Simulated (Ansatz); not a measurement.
CH3NSSi⁺, that is Si(NCS)H3 with one electron fewer. Total charge 1; doublet. Geometry PBE-D4/def2-SVP, that of the neutral singlet; atoms count from 1.

Cartesian coordinates in Å:
```
Si -0.731 -0.461 0.691
N 0.417 0.254 -0.394
C 1.213 0.763 -1.147
S 2.257 1.429 -2.134
H -0.363 -0.093 2.099
H -0.695 -1.952 0.522
H -2.099 0.061 0.363
```

Estimate the Mulliken populations from the PBE0/def2-TZVP orbitals of Ansatz.


```tsv
atom	charge (e)	spin (α − β)
Si1	0.21	-0.02
N2	-0.03	0.36
C3	0.23	-0.20
S4	0.33	0.75
H5	0.10	0.06
H6	0.08	0.01
H7	0.09	0.03
```
Mulliken values depend strongly on the basis.

Where does the spin sit?

Summed by element: Si -0.02, N 0.36, C -0.20, S 0.75, H 0.10, of 1 unpaired in all. Largest on single atoms: S4 0.75, N2 0.36, C3 -0.20.

And the Mayer bond orders between heavy atoms (over 0.3)?

Si1–N2 0.96 (1.73 Å); N2–C3 2.15 (1.21 Å); C3–S4 1.74 (1.58 Å).
